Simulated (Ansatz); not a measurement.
Calculated with Ansatz (gas phase, PBE0-D4/def2-TZVP geometries, no zero-point term in ΔE). CCSD(T)/CBS is the MP2 limit (def2-TZVPP, def2-QZVPP) plus CCSD(T) − MP2 in def2-TZVPP, frozen cores. This one scheme is used for every species. DFT in def2-TZVPP. B3LYP here is the variant with VWN-RPA as its local correlation; programs differ in this. Elements past krypton have def2 core potentials. For Br, In outer-core shells are correlated without core-valence functions, which leaves a few kJ/mol of doubt a bond. Scalar relativity is left out up to krypton. Each species was taken in one conformer, which may not be the lowest.

Consider the ligand exchange at the In–S bond: `[OH][In]([SH])[Cl]` + HBr → `[OH][In]([Cl])[Br]` + H₂S.

```tsv
species	B3LYP energy (Eh)
`[OH][In]([SH])[Cl]`	-1125.22231
HBr	-2574.78969
`[OH][In]([Cl])[Br]`	-3300.59963
H₂S	-399.42676
```

Work out ΔE.

ΔE = (-3300.59963) + (-399.42676) − (-1125.22231) − (-2574.78969) = -0.01439 Eh = -9.0 kcal/mol. CCSD(T)/CBS gives -9.0 kcal/mol.

Largest T1 diagnostic among the species: 0.015.

In def2-TZVPP, CCSD(T) changes the Hartree–Fock value by +4.0 kcal/mol (the triples alone add +0.5 kcal/mol) and MP2 by +4.3 kcal/mol. From PBE to PBE0 (25 % exact exchange), in def2-TZVPP and without D4, ΔE moves by −0.9 kcal/mol.
